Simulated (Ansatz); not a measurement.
Steps of a relaxation of C₂H₂AlCl (`Cl[C]1=[CH][AlH]1`) with RKS PBE-D4/def2-SVP.

```sh
$ ansatz run in.yaml --threads 2 --pin off --events-out ev --progress --plain --max-ram 4352MiB
```

```yaml
crystal:
  periodic: [false, false, false]
  atoms:
    - {symbol: Cl, position_ang: [-1.017000, -2.416200, 0.044100]}
    - {symbol: C, position_ang: [-0.266600, -0.815300, 0.027000]}
    - {symbol: C, position_ang: [0.931400, -0.077500, 0.165800]}
    - {symbol: Al, position_ang: [-0.391200, 0.993800, -0.185100]}
    - {symbol: H, position_ang: [2.032400, -0.113400, 0.357800]}
    - {symbol: H, position_ang: [-1.246900, 2.364600, -0.455800]}
basis:
  gaussian: {orbitals: def2-SVP}
hamiltonian: {xc: pbe, dispersion: d4}
relax: {f_tol: 0.03, max_steps: 200}
```

Positions (Å) and forces (eV/Å) along the path, 8 of 8 steps:

```xyz
6
step=1 energy=-21204.0846 eV
Cl   -1.017   -2.416    0.044    1.088    0.307    0.177
C    -0.267   -0.815    0.027    0.330    0.114    0.018
C     0.931   -0.077    0.166    2.262   -2.687    0.653
Al   -0.391    0.994   -0.185   -3.700    3.710   -0.991
H     2.032   -0.113    0.358   -0.401   -0.980    0.045
H    -1.247    2.365   -0.456    0.421   -0.465    0.097
6
step=2 energy=-21204.6526 eV
Cl   -0.841   -2.448    0.081    0.591    0.452    0.059
C    -0.301   -0.766    0.010   -0.053   -0.474    0.037
C     0.894   -0.083    0.155    1.486   -0.988    0.364
Al   -0.460    1.067   -0.197   -1.544    1.558   -0.422
H     1.979   -0.267    0.366   -0.557   -0.523   -0.051
H    -1.229    2.433   -0.461    0.077   -0.024    0.013
6
step=3 energy=-21204.6393 eV rejected
Cl   -0.854   -2.450    0.080    0.926    0.545    0.108
C    -0.245   -0.789    0.022   -0.692    0.843   -0.204
C     0.914   -0.027    0.152    0.750   -1.794    0.315
Al   -0.498    1.073   -0.204   -1.105    0.458   -0.239
H     1.956   -0.316    0.368    0.135   -0.166    0.036
H    -1.231    2.445   -0.463   -0.013    0.114   -0.016
6
step=4 energy=-21204.7400 eV
Cl   -0.823   -2.441    0.084    0.475    0.264    0.057
C    -0.298   -0.764    0.010    0.108   -0.067    0.026
C     0.905   -0.093    0.158    0.227   -0.304    0.072
Al   -0.484    1.084   -0.203   -0.594    0.459   -0.147
H     1.973   -0.290    0.368   -0.152   -0.549    0.025
H    -1.231    2.440   -0.462   -0.065    0.197   -0.033
6
step=5 energy=-21204.8334 eV
Cl   -0.743   -2.436    0.097    0.253    0.104    0.033
C    -0.299   -0.747    0.009   -0.201   -0.099   -0.025
C     0.898   -0.087    0.156    0.266    0.106    0.039
Al   -0.514    1.107   -0.209   -0.118    0.071   -0.027
H     1.944   -0.383    0.371   -0.181   -0.263   -0.008
H    -1.244    2.482   -0.470   -0.020    0.080   -0.012
6
step=6 energy=-21204.8660 eV
Cl   -0.646   -2.440    0.113    0.041    0.083   -0.001
C    -0.312   -0.731    0.006   -0.153   -0.101   -0.017
C     0.883   -0.069    0.153    0.198    0.015    0.034
Al   -0.538    1.127   -0.214    0.064   -0.050    0.015
H     1.894   -0.474    0.370   -0.140    0.052   -0.030
H    -1.240    2.523   -0.474   -0.009    0.002   -0.001
6
step=7 energy=-21204.8671 eV
Cl   -0.639   -2.438    0.115    0.008    0.038   -0.003
C    -0.315   -0.730    0.005   -0.042   -0.058   -0.001
C     0.883   -0.070    0.152    0.016    0.035   -0.001
Al   -0.534    1.128   -0.214    0.029   -0.014    0.006
H     1.888   -0.477    0.369   -0.008    0.002   -0.002
H    -1.240    2.523   -0.474   -0.003   -0.002    0.000
6
step=8 energy=-21204.8672 eV
Cl   -0.639   -2.437    0.114    0.000    0.006    0.000
C    -0.316   -0.730    0.005    0.002   -0.011    0.001
C     0.883   -0.069    0.152   -0.006    0.004   -0.001
Al   -0.532    1.128   -0.214    0.003    0.002    0.001
H     1.887   -0.477    0.369    0.002   -0.001    0.000
H    -1.241    2.521   -0.474   -0.001    0.000    0.000
```

Run time 9.5 s (2 threads of an Arm Neoverse V1 on a shared host); peak host memory 0.14 GiB.
